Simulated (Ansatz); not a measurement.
```yaml
crystal:
  periodic: [false, false, false]
  atoms:
    - {symbol: C, position_ang: [5.512140, -3.506910, -0.604911]}
    - {symbol: C, position_ang: [2.715860, -1.786665, -0.359335]}
    - {symbol: C, position_ang: [1.053871, -1.129020, -2.850984]}
    - {symbol: C, position_ang: [-1.494649, 0.512782, -2.641794]}
    - {symbol: C, position_ang: [-2.445218, 1.534883, 0.082204]}
    - {symbol: C, position_ang: [-5.185904, 3.275448, 0.196293]}
    - {symbol: O, position_ang: [-6.679843, 3.891397, -1.903919]}
    - {symbol: O, position_ang: [-5.898888, 4.147974, 2.935365]}
    - {symbol: C, position_ang: [-0.811484, 0.886131, 2.588203]}
    - {symbol: C, position_ang: [1.737544, -0.759448, 2.356492]}
    - {symbol: H, position_ang: [5.430836, -5.054179, -2.438921]}
    - {symbol: H, position_ang: [5.965841, -4.736114, 1.406719]}
    - {symbol: H, position_ang: [7.380567, -2.036463, -0.987521]}
    - {symbol: H, position_ang: [1.774267, -1.924934, -4.982790]}
    - {symbol: H, position_ang: [-2.795540, 1.026441, -4.571369]}
    - {symbol: H, position_ang: [-7.704643, 5.254766, 2.742947]}
    - {symbol: H, position_ang: [-1.550364, 1.668513, 4.712398]}
    - {symbol: H, position_ang: [2.995589, -1.264599, 4.320990]}
basis:
  gaussian: {orbitals: x2c-TZVPPall}
hamiltonian: {xc: {name: wPBEh}}
output: {forces: true}
```

```sh
$ ansatz run in.yaml --threads 2 --pin off --events-out ev --progress --plain --max-ram 22528MiB --backend cuda --devices 0, --max-vram 18GiB
```

Output, abridged:

```
Functional definition: wPBEh
2214 factors; their error is unknown
210 factors; integrals over basis functions are off by at most 2.9e-6 eV
mean field evaluation 1: about -12359.3379 eV, gradient 1.3e2 eV
mean field evaluation 2: about -10987.8935 eV, gradient 3.5e2 eV
mean field evaluation 4: about -11731.3467 eV, gradient 3.2e2 eV
mean field evaluation 8: about -12416.7447 eV, gradient 5.6e0 eV
mean field evaluation 16: about -12418.0404 eV, gradient 1.4e-2 eV
mean field -12418.04035349 eV, -456.3545657406 hartree, gradient 2.7e-6 eV, S^2 0.000000; 10 other end points of the search recorded, 0 dependent functions left out
reference -12418.04045058 eV, -456.3545693087 hartree; 36, 36 occupied and 386, 386 virtual orbitals, 2214 factors
Total energy: -12418.04045058 eV, -456.3545693087 hartree
Relativity: scalar
Atom 0 at     5.512140    -3.506910    -0.604911 Å, force     1.182070    -0.672907    -0.108785 eV/Å
Atom 1 at     2.715860    -1.786665    -0.359335 Å, force    -0.002433     0.016831     0.008830 eV/Å
Atom 2 at     1.053871    -1.129020    -2.850984 Å, force     0.483259    -0.493612    -1.187747 eV/Å
Atom 3 at    -1.494649     0.512782    -2.641794 Å, force    -0.826989     0.349537    -1.054504 eV/Å
Atom 4 at    -2.445218     1.534883     0.082204 Å, force    -0.077618     0.043445    -0.004175 eV/Å
Atom 5 at    -5.185904     3.275448     0.196293 Å, force    -0.974776     0.535648    -0.510665 eV/Å
Atom 6 at    -6.679843     3.891397    -1.903919 Å, force     1.334176    -0.552943     1.856908 eV/Å
Atom 7 at    -5.898888     4.147974     2.935365 Å, force    -2.273693     1.184036    -1.597225 eV/Å
Atom 8 at    -0.811484     0.886131     2.588203 Å, force    -0.491845     0.485643     1.205577 eV/Å
Atom 9 at     1.737544    -0.759448     2.356492 Å, force     0.790338    -0.340106     1.070590 eV/Å
Atom 10 at     5.430836    -5.054179    -2.438921 Å, force     0.078902     1.390995     1.657367 eV/Å
Atom 11 at     5.965841    -4.736114     1.406719 Å, force    -0.404324     1.103835    -1.818920 eV/Å
Atom 12 at     7.380567    -2.036463    -0.987521 Å, force    -1.668767    -1.320451     0.342478 eV/Å
Atom 13 at     1.774267    -1.924934    -4.982790 Å, force    -0.692546     0.779164     2.152341 eV/Å
Atom 14 at    -2.795540     1.026441    -4.571369 Å, force     1.298690    -0.504644     1.979002 eV/Å
Atom 15 at    -7.704643     5.254766     2.742947 Å, force     2.760315    -1.709404     0.180670 eV/Å
Atom 16 at    -1.550364     1.668513     4.712398 Å, force     0.719760    -0.779145    -2.181708 eV/Å
Atom 17 at     2.995589    -1.264599     4.320990 Å, force    -1.234518     0.484077    -1.990035 eV/Å
Dipole moment:     1.452370    -0.937452    -0.032147 e Å
```

(1) Something in this input is off. What?

Results:

(1) The geometry is stretched to more than twice its size. The calculation finished and met its thresholds. The result belongs to that input, not to the molecule as meant.
